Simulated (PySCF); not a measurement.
methyl (Z)-2,3-difluoroprop-2-enoate (C4H4F2O2), SMILES COC(=O)/C(F)=C/F.

Geometry optimised at B3LYP-D3(BJ)/def2-SVP. One conformer was computed; it need not be the lowest.

Method: B3LYP-D3(BJ)/def2-SVP (PySCF).

Harmonic, unscaled wavenumbers; measured fundamentals usually lie a few per cent lower.

```
mode  ν (cm⁻¹)  IR (km/mol)  moving atoms (share of kinetic energy)
----  --------  -----------  --------------------------------------
1           65          2.8           F 41 %, O 26 %, C 24 %, H 9 %
2          120          0.2                                  H 86 %
3          152          0.0           O 45 %, H 27 %, C 19 %, F 9 %
4          156          0.5          F 41 %, C 34 %, O 14 %, H 11 %
5          250          4.4                  F 72 %, C 13 %, O 10 %
6          267         11.5          C 50 %, F 19 %, O 19 %, H 11 %
7          330         19.2          O 45 %, C 24 %, F 18 %, H 13 %
8          397          3.5                  F 40 %, C 35 %, O 19 %
9          509          2.2                  O 47 %, F 27 %, C 24 %
10         519          0.0                  C 72 %, F 12 %, H 12 %
11         772         21.9                          C 83 %, O 12 %
12         789         24.1           C 43 %, O 37 %, F 11 %, H 9 %
13         879          8.1                          H 69 %, C 30 %
14         899         48.2          C 34 %, O 31 %, F 25 %, H 10 %
15        1017          1.0            C 57 %, O 26 %, F 9 %, H 8 %
16        1157        213.9          C 44 %, O 23 %, H 23 %, F 10 %
17        1172          0.8                          H 76 %, C 19 %
18        1210        254.1          H 39 %, C 31 %, F 16 %, O 14 %
19        1223         12.2          H 51 %, C 26 %, F 12 %, O 12 %
20        1342        109.7                          C 58 %, H 31 %
21        1409        248.2                          C 58 %, H 32 %
22        1458          9.2                                  H 97 %
23        1464         70.6                          H 84 %, C 12 %
24        1479         18.4                          H 78 %, C 18 %
25        1766        202.4                                  C 91 %
26        1828        137.6                          C 68 %, O 31 %
27        3047         26.5                                  H 98 %
28        3134         14.3                          H 90 %, C 10 %
29        3177          9.7                          H 90 %, C 10 %
30        3243          5.0                           H 91 %, C 9 %
```
